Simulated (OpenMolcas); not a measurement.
Cr3+ with 4 ligands (chloride) in tetrahedral coordination (Td). A charge of +0.25 e stands 3.2 Å behind each ligand. Ligand basis ANO-RCC-VDZP.

```yaml
Program: OpenMolcas
Method: CASSCF
Basis: ANO-RCC-VTZP [6s5p3d2f1g]
Scalar_Hamiltonian: DKH2, point nucleus
Active_space: 3 electrons in 5 orbitals (3d)
State_averaging: 2S+1 = 4 even, 10 roots; 2S+1 = 2 even, 40 roots
Spin-orbit_coupling: state interaction with AMFI integrals over the reference wave functions
```

All ligands move together. At R = 2.22 Å the first state of the same spin is 5044 cm-1, and at R = 2.25 Å it is 4776 cm-1.

Problem. A third run gives 4017 cm-1. What distance was it run at?

Solution. With a power law R^-n the two known points give n = -ln(4776 / 5044) / ln(2.25 / 2.22) = 4.07. Then R = 2.22 × (5044 / 4017)^(1/4.07) = 2.348 Å. The run was at 2.35 Å, so the estimate is off by -0.002 Å.

An orbital triplet at a regular site is open to Jahn-Teller coupling, which can distort the site and quench the lowest spin-orbit gaps and is left out. Without dynamic correlation the repulsion within the d shell is too large (B by tens of per cent), so at a given field states of lower spin stand too high. Ligand-to-metal charge-transfer states are missing. With no ligand orbital active B as a rule stays too high, so bands that hang on it stand too high and its fall with covalency is understated. With metal d orbitals alone and no dynamic correlation the field as a rule comes out too small, by tens of per cent, by up to half for chloride and softer ligands. No measured value stands beside these numbers; the geometry was imposed, not optimised, and the real ion may take another.
